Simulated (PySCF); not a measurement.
# Reading the logs of faulty runs: ClH7Si3

All numbers below are calculated, not measured. The program is PySCF 2.14.0, an open-source quantum chemistry code, run on an isolated molecule that a program drew, which may never have been made. The molecule is ClH7Si3 (charge 0, singlet), drawn as the SMILES string `[SiH3][SiH2][SiH2]Cl`.

Each row is a Hartree-Fock (HF) and frozen-core CCSD(T) single point in the cc-pV(D+d)Z basis, meant for a local HF minimum. Run 1 is clean. Each other run has one planted mistake out of seven kinds, and not every kind appears here: one electron removed, one electron added, multiplicity raised by two, geometry at a saddle point, minimal basis STO-3G, one bond length entered in bohr, all coordinates scaled. The reference is restricted for singlets and unrestricted otherwise, and also for a bond in bohr. Adding or removing an electron swaps singlet and doublet. Electrons count all cores. HOMO and LUMO are orbital energies over both spins, the gradient is its largest component, and the lowest frequency (negative if imaginary) is given only where the gradient is small. Bond lengths are over the 10 bonds as drawn. T1 is the CCSD diagnostic: over 0.02 (restricted) or 0.045 (unrestricted) a single reference is doubtful.

Geometry of the clean run:
```xyz
11
ClH7Si3, angstrom
Si    0.1185    2.2367    0.0385
Si   -0.7875    0.0562   -0.1561
Si    0.6890   -1.5932    0.6693
Cl    2.5213   -1.4107   -0.3147
H     1.3206    2.3681   -0.8152
H    -0.8911    3.2365   -0.3836
H     0.4923    2.4968    1.4492
H    -1.0873   -0.2491   -1.5771
H    -2.0509   -0.0361    0.6214
H     0.1973   -2.9636    0.4257
H     0.9524   -1.4204    2.1118
```

| run | electrons | basis functions | <S^2> | HOMO (eV) | LUMO (eV) | gradient (hartree/bohr) | lowest frequency (cm^-1) | mean bond (Å) | longest bond (Å) | T1 | HF (hartree) | CCSD(T) (hartree) | mistake |
|---|---|---|---|---|---|---|---|---|---|---|---|---|---|
| 1 | 66 | 127 | 0.000 | -10.58 | 2.73 | 2.2e-05 | 35 | 1.7188 | 2.369 | 0.0119 | -1330.43453 | -1330.96578 | no fault |
| 2 | 66 | 127 | 0.967 | -9.00 | -0.85 | 3.1e-03 | - | 1.9045 | 3.945 | 0.0218 | -1330.31204 | -1330.81792 | one bond length entered in bohr |
| 3 | 67 | 127 | 0.761 | 1.46 | 7.75 | 6.5e-02 | - | 1.7188 | 2.369 | 0.0156 | -1330.35636 | -1330.90957 | one electron added |
| 4 | 65 | 127 | 0.788 | -16.06 | -8.42 | 6.9e-02 | - | 1.7188 | 2.369 | 0.0293 | -1330.08472 | -1330.60367 | one electron removed |
| 5 | 66 | 127 | 2.017 | -4.48 | -2.48 | 2.8e-02 | - | 1.7188 | 2.369 | 0.0280 | -1330.21555 | -1330.74885 | multiplicity raised by two |
| 6 | 66 | 43 | 0.000 | -8.33 | 8.89 | 3.7e-02 | - | 1.7188 | 2.369 | 0.0047 | -1315.54325 | -1315.71813 | ? |

**Which mistake was planted in run 6, and what did it cost?**

It has 43 basis functions where the clean run has 127, with the same electrons and geometry. So the mistake is: minimal basis STO-3G. Subtracting run 1 and multiplying by 627.51 kcal/mol a hartree, the energy moved by 9344.4 kcal/mol in HF and 9568.0 kcal/mol in CCSD(T).

Cautions from the logs. Run 3: the HOMO is above zero, so the electron isn't bound and the energy depends on the basis.
